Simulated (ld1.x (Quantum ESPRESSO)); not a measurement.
## PBE TM dataset for tungsten (W), scalar-relativistic all-electron reference.

W (Z = 74), norm-conserving Troullier–Martins (Kleinman–Bylander form), made with ld1.x (Quantum ESPRESSO) 7.5 (PBE, scalar-relativistic). Core [Xe] 4f14, reference 5d4 6s1.75 6p0 (charge +0.25). Waves: 6s (bound): rc 2.85 bohr; 6p (bound, empty): rc 2.65 bohr; 5d (bound): rc 1.80 bohr. Local part: all-electron potential smoothed inside 2.55 bohr (lloc = -2). Core correction: none.

Poles of the logarithmic derivatives, all-electron (AE) and pseudo (PS). s: poles at 0.8 (AE) and 0.6, 2.1 (PS) Ry. p: poles at 2.0 (AE) and 1.3, 4.3 (PS) Ry. d: poles at -0.2, 4.2 (AE) and -0.2, 4.7 (PS) Ry. Test radius 3.09 bohr.

- Cutoffs needed: 30 Ry and 35 Ry (the cutoffs (Ry, on a coarse ladder) from which the occupation-weighted sum of valence levels, in a spherical-Bessel basis at the reference potential, stays within 10 and 1 mRy of its value at 400 Ry)
- Ghost test: no extra level below or beside the all-electron valence levels (s, p, d, f tested) (spherical-Bessel basis up to 400 Ry, 20 bohr box)
- Largest excitation error: +137 meV (all-electron minus pseudo) for 5d2 6s0 6p0, out of 7 test configurations
